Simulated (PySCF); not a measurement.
**A survey of 17O NMR shifts**

PySCF 2.14.0 with density-fitted response routines calculation with shieldings: GIAO PBE0/pcSseg-1 and coordinates at the GFN2-xTB level; non-relativistic Hamiltonian, gas phase, one averaged value for each set of equivalent atoms, one conformer.

Shieldings were converted by a linear fit to measured shifts: 17O: δ = 266.70 − 0.911σ (rms 10.7 ppm, 155 shifts, 12.2 ppm with the 3 outliers that the fit left out vs liquid water, solution or neat liquid). Occasional misses reach two or three times the rms, and more in compound classes unlike the fitted ones.

Q: Give the 17O shifts of `O=C[C@@]1(F)O[C@H](F)CC[SiH2]1`, `O=CO[C@@H]1[C@H](F)C[SiH2][C@H]1F`, `O=C[C@H]1COC[SiH2]C1(F)F`, `O=C1CC[C@@H]1O[SiH2]C(F)F`, `C/C=C1\[SiH2][C@@H](OCC)[C@@H]1F`, `CC(=O)/C=C(\O[SiH3])C(F)F`.

A: 
```tsv
compound	environment	δ (ppm)
[O:1]=[CH:2][C@@:3]1([F:4])[O:5][C@H:6]([F:7])[CH2:8][CH2:9][SiH2:10]1	O1: aldehyde oxygen	608.6
[O:1]=[CH:2][C@@:3]1([F:4])[O:5][C@H:6]([F:7])[CH2:8][CH2:9][SiH2:10]1	O5: ether oxygen	97.0
[O:1]=[CH:2][O:3][C@@H:4]1[C@H:5]([F:6])[CH2:7][SiH2:8][C@H:9]1[F:10]	O1: ester carbonyl oxygen	365.7
[O:1]=[CH:2][O:3][C@@H:4]1[C@H:5]([F:6])[CH2:7][SiH2:8][C@H:9]1[F:10]	O3: ester alkoxy oxygen	166.7
[O:1]=[CH:2][C@H:3]1[CH2:4][O:5][CH2:6][SiH2:7][C:8]1([F:9])[F:10]	O1: aldehyde oxygen	600.6
[O:1]=[CH:2][C@H:3]1[CH2:4][O:5][CH2:6][SiH2:7][C:8]1([F:9])[F:10]	O5: ether oxygen	-22.5
[O:1]=[C:2]1[CH2:3][CH2:4][C@@H:5]1[O:6][SiH2:7][CH:8]([F:9])[F:10]	O1: ketone oxygen	559.5
[O:1]=[C:2]1[CH2:3][CH2:4][C@@H:5]1[O:6][SiH2:7][CH:8]([F:9])[F:10]	O6: oxygen bonded to C, Si	2.9
C/C=C1\[SiH2][C@@H](OCC)[C@@H]1F	ether oxygen	22.8
[CH3:1][C:2](=[O:3])/[CH:4]=[C:5](\[O:6][SiH3:7])[CH:8]([F:9])[F:10]	O3: ketone oxygen	462.9
[CH3:1][C:2](=[O:3])/[CH:4]=[C:5](\[O:6][SiH3:7])[CH:8]([F:9])[F:10]	O6: oxygen bonded to C, Si	88.7
```
